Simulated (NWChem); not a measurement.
Species: SnH$_{3}$OCl; SMILES [Cl][SnH2][OH]

```xyz
6

Sn    -0.3075    -0.3722    -0.0014
O      1.3706    -1.4138    -0.0530
Cl     0.2748     1.9108    -0.0094
H     -1.0885    -0.7463    -1.4645
H     -1.1512    -0.6379     1.4612
H      1.9809    -1.1802     0.6563
```
Atoms are numbered in this order, from 1.

Computed with NWChem. All runs use the structure optimised with PBE0/def2-SVP (def2 core potentials past Kr).

Problem. What does the run give for Hartree-Fock/STO-3G (all-electron, non-relativistic)? Quantities: highest occupied level (eV); orbital gap (eV); dipole (D).

Solution. 
```
Property                     Result
---------------------------  ------
highest occupied level (eV)   -9.37
orbital gap (eV)              17.27
dipole (D)                     3.03
```
